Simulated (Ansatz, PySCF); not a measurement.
Reaction R1 + 0.5 R2 → P1, each structure at its B3LYP-D3(BJ)/def2-TZVP stationary point, reached from a drawn start (curvature not checked).
R1: SO2 (SMILES O=S=O), charge 0, multiplicity 1.
P1: O3S (SMILES O=S(=O)=O), charge 0, multiplicity 1.
R2: O2 (SMILES O=O), charge 0, multiplicity 3.

P less R. No zero-point or thermal terms; singlets are restricted closed shells; open shells are unrestricted; no spin–orbit coupling.

Frozen-core correlation throughout. CBS(a, b) extrapolates the correlation energy as X⁻³ and adds the Hartree–Fock energy of set b.

The values were computed with Ansatz (Gaussian basis) for Hartree–Fock, density functionals and correlated methods; PySCF for the D3/D4 terms. Each number belongs to the level named beside it.

Problem. Estimate the reaction energy that CCSD(T)/CBS(cc-pV(T+d)Z, cc-pV(Q+d)Z) returns for this input.

Solution. -110 kJ/mol

Problem. Predict the reaction energy from r2SCAN-D3(BJ)/def2-TZVPP.

Solution. -112 kJ/mol

Problem. Give the reaction energy at the level MP2/cc-pV(T+d)Z.

Solution. -117 kJ/mol

Ansatz is a quantum-chemistry and plane-wave program.
